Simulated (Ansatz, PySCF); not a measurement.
This singlet lies 2.24 eV below the relaxed triplet at the level frozen-core CCSD(T)/cc-pVTZ // PBE0-D3(BJ)/def2-TZVP (Ansatz, a program for electronic structure).

## H₃NSSi, SMILES `N[Si]S` (lower singlet) (charge 0, multiplicity 1)

Calculation: PBE0-D3(BJ)/def2-TZVP (PySCF).

```
Quantity                                Value
-------------  ------------------------------
HOMO                                 -6.65 eV
dipole moment                          1.51 D
HOMO–LUMO gap                         5.40 eV
LUMO                                 -1.24 eV
total energy                     -744.0020 Ha
cost           around 20 core-seconds (rough)
```

```xyz
6

N     -1.1960     0.0351     0.0516
Si     0.1715    -0.9873     0.0019
S      1.6685     0.5685    -0.0764
H     -1.2143     1.0440     0.0422
H     -2.1212    -0.3620     0.0953
H      2.6915    -0.2984    -0.1146
```
Charge 0, spin multiplicity 1.
